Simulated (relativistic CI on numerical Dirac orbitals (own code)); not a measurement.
## Fe⁶⁺: M2,3 absorption edge

Computed with this model: Dirac-Coulomb-Breit CI, separate exchange-only KLI orbitals for each configuration, model QED, valence Slater integrals scaled by 0.8, multiplet model of core-to-valence dipole absorption; configurations [Ar] 3d2 → [Ne] 3s2 3p5 3d3; 80 K; Lorentzian 1.2 eV and Gaussian 0.3 eV FWHM. Energies are those of the free ion, without screening or charge transfer. The branching ratio is the share of the lower-energy edge in the whole absorption, uncertain by about 0.02 where the edges overlap. S is read from ⟨S²⟩ = S(S + 1).

Field parameters in Wybourne normalisation: D3d B²₀ = −7Dσ, B⁴₀ = −14Dq − 21Dτ, B⁴₃ = −14√(10/7) Dq. The field is a parameter set, without covalency.

Peaks in eV (height, largest 100): 60.2 (15), 63.8 (58), 68.5 (22), 70.8 (100), 74.5 (61).

Q: Which surroundings give this spectrum?
A. D3d, 10Dq = 14300, Dσ = -860, Dτ = 140 cm⁻¹
B. free ion
C. D3d, 10Dq = 14300, Dσ = -1200, Dτ = 140 cm⁻¹

A: B. free ion, where the ground state has S = 1.00.
